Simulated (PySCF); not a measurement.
## Radial density of Br⁺ (bromine, charge +1)

B3LYP, [Ar] 3d10 4s2 4p4, high-spin 3P determinant. Calculation: PySCF 2.14, in 6-31G*; the non-relativistic Hamiltonian (point nucleus).

```
r (bohr)  4πr²ρ (e/bohr)  4πr²(ρα − ρβ)
0.000799          0.2201         0.0000
 0.00134          0.6081         0.0000
 0.00226           1.624         0.0000
 0.00380           4.105         0.0000
 0.00639           9.716         0.0001
  0.0108           20.26         0.0004
  0.0181           34.62         0.0023
  0.0304           42.81         0.0109
  0.0512           37.06         0.0416
  0.0861           39.70         0.0908
   0.145           50.89         0.0496
   0.243           30.56         0.0142
   0.410           34.17         0.2371
   0.689           21.49        -0.0004
    1.16           5.519         0.7884
    1.95           3.306         1.1258
    3.28          0.4691         0.1818
    5.51        0.008870         0.0032
```
